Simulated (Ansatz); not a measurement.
Q: Name a neutral molecule of B, Cl, O and H with LUMO energy (PBE/def2-TZVPP) between -1.00 and -0.70 eV and HOMO energy (ωB97M-V/def2-TZVPP) between -10.80 and -10.50 eV (Ansatz, PBE0-D4/def2-TZVP geometry).

A: `Cl[B@H-]1[OH+][B@H-](Cl)[OH+]1` (-0.79 eV, -10.73 eV). Other molecules can fit too; these were computed, each in one conformer that needn't be the lowest.
